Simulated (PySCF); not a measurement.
## Bond length, frequency and bond energy of KSr⁺ by level of theory

State: ¹Σ⁺ (singlet), closed shell. Set-up: PySCF, scalar-relativistic core potentials, basis sets K def2-SVP, Sr def2-SVP with ECP28. De refers to K⁺ + Sr in their ground configurations, without counterpoise correction. A positive dipole points towards Sr; it is taken about the centre of mass and depends on that origin.

```tsv
Level	Re (Å)	ωe (cm⁻¹)	De (eV)	μ (D)	CPU s a point (SCF and correlation, without the integrals)
RHF-MP2	4.338	69.8	0.51	n/a	0.078
RHF-SCS-MP2	4.366	68.8	0.499	n/a	n/a
RHF-CCSD	4.358	70.0	0.53	n/a	n/a
RHF-CCSD(T)	4.353	70.2	0.54	n/a	0.86
PBE	4.268	75.2	0.65	-6.03	0.35
r²SCAN	4.348	73.4	0.56	-6.69	0.44
TPSSh	4.332	74.6	0.64	-5.95	0.52
PBE0	4.282	76.2	0.62	-6.11	0.69
r²SCAN0	4.328	74.2	0.56	-6.60	0.47
B97-3	4.320	75.1	0.56	-6.57	0.3
```

The bond length runs from 4.268 Å (PBE) to 4.366 Å (RHF-SCS-MP2). De spans 0.50 eV (RHF-SCS-MP2, perturbation theory) to 0.65 eV (PBE, GGA).

Correlated steps freeze 5 core orbitals. Closed-shell solutions of metal pairs were not tested for spin polarisation, which can lower them a little. Correlated levels converge slowly with the basis: in double zeta they bind strong bonds too weakly, by up to about 1 eV, and carry superposition errors of some tenths. For an ion De counts to the pair picked by the measured ionisation energies or electron affinities, which need not be the lowest pair at this level.

The whole job (state search and all levels along the bond) took about 1 min on 1 thread of Oxide Virtual Turin-like (shared host), peak memory 0.54 GiB.
